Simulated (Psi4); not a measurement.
Psi4 was given this input:
```
memory 2 GB

molecule {
0 1
O     0.00956971    0.00206403    0.11338892
H    -0.05579359    0.76362201   -0.46612807
H    -0.02076411   -0.78013425   -0.44098332
}

set {
  basis def2-svpd
}

energy('ccsd(t)')
print_variables()
```

Q: What number of basis functions does CCSD(T)/def2-SVPD (Psi4) give?

A: 39

Q: What is the computed MP2 correlation energy (CCSD(T)/def2-SVPD)?

A: -0.2178 Eh
